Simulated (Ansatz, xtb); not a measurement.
System: GeO$_{2}$ (charge -1, doublet). 
Structure (B3LYP-D3(BJ)/def2-TZVP (Ansatz, an electronic-structure program) minimum search):
```xyz
3

Ge     0.1487    -0.0232     0.1866
O      0.9130     0.2312    -1.3152
O     -1.5080    -0.1384     0.5689
```
Charge -1, spin multiplicity 2.

Harmonic wavenumbers from GFN2-xTB (xtb, at its own minimum), cm⁻¹: 268, 696, 700.

Task: Give the harmonic wavenumbers at B3LYP-D3(BJ)/def2-TZVP (Ansatz, finite differences of forces, unscaled).

Result: 249, 771, 804 cm⁻¹. Zero-point energy 2.6 kcal/mol.

Task: From these and the geometry, give the ideal-gas thermochemistry at 298.15 K and 1 atm (rigid rotor, harmonic oscillator).

Result: Point group C2v, rotational symmetry number 2. Rotational constants 43.99, 6.617, 5.752 GHz. S(trans) 39.85, S(rot) 21.40, S(vib) 2.17, S(elec, spin only) 1.38, S 64.8 cal/(mol K). H(298) - H(0) 2.78 kcal/mol; G - E(el) -13.9 kcal/mol.
